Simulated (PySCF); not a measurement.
An unknown is described by computed data only.

Formula: C4H7NSi.

- NMR, other nuclei: isotropic shieldings of nuclei other than C and H, by class: -81 (1 N), 418 (1 Si) ppm [GIAO KT3/pcSseg-2]
- Rotational structure: rotational constants A, B, C: 4.404, 2.141, 1.655 GHz [PBE0-D3(BJ)/def2-SVP]
- Triplet: lowest triplet excitation (Tamm–Dancoff): 5.74 eV [TDA PBE0/def2-SVPD]
- Dipole: 3.96 D [PBE0/def2-SVPD]
- UV, strongest line: among the 10 lowest singlet transitions: S2 at 7.16 eV (173 nm, f = 0.031) [TDDFT PBE0/def2-SVPD]
- 13C NMR: chemical shifts (computed TMS as zero) by class: 112.7 (1 C), 4.0 (2 C), -9.3 (1 C) ppm [GIAO KT3/pcSseg-2]
- UV, first state: lowest singlet excitation: 6.95 eV (178 nm, f = 0.000) [TDDFT PBE0/def2-SVPD]
- Polarisability: 73.8 au [PBE0/def2-SVPD]
- 1H NMR: chemical shifts (computed TMS as zero) by class: 4.49 (2 H), 0.82 (2 H), 0.77 (2 H), -0.34 (1 H) ppm [GIAO KT3/pcSseg-2]

Gas-phase values; electronic properties from PySCF, density fitting. Levels stand in brackets. Isolated species at its PBE0-D3(BJ)/def2-SVP geometry (one conformer only). NMR values are class means; diastereotopic atoms form classes of their own.

Question: What is the compound? Reason from the data.

Answer: Numbering: `[N:1]#[C:2][SiH2:3][CH:4]1[CH2:5][CH2:6]1`. Its formula, C4H7NSi, gives 3 degrees of unsaturation: 1 ring and 2 π bonds in the structure found. 4 carbons fall into 3 classes; from least to most shielded: cyano carbon [C2] (112.7 ppm), three-membered-ring carbon [C5/C6] (4.0 ppm, 2 C), ring sp3 carbon bound to silicon [C4] (-9.3 ppm). Hydrogen classes from least to most shielded: 2 H on an SiH2 silicon, Si3 (4.49 ppm), 2 H on 2 three-membered-ring carbons, C5/C6 (0.82 ppm), 2 H on 2 three-membered-ring carbons, C5/C6 (0.77 ppm), 1 H on an sp3 carbon bound to silicon, C4 (-0.34 ppm). The other shieldings belong to: -81 ppm, cyano nitrogen [N1]; 418 ppm, SiH2 silicon [Si3]. By its constants the optimised geometry is an asymmetric top. Structure: cyclopropyl cyanosilane, `N#C[SiH2]C1CC1`. Computed isomers that give other values at the same levels: `[SiH3]n1cccc1` (lowest singlet excitation: 5.34 eV (232 nm, f = 0.000)); `C#C[Si@@H](C)N=C` (rotational constant A: 3.834 GHz; this holds for the one conformer computed); `N#C[SiH]1CCC1` (rotational constant A: 6.974 GHz; this holds for the one conformer computed). The assignments are read from this structure; whether some other isomer fits the data as well wasn't checked.

The values belong to the conformer `[N:1]#[C:2][SiH2:3][CH:4]1[CH2:5][CH2:6]1`: C2–Si3–C4–C5 38°.
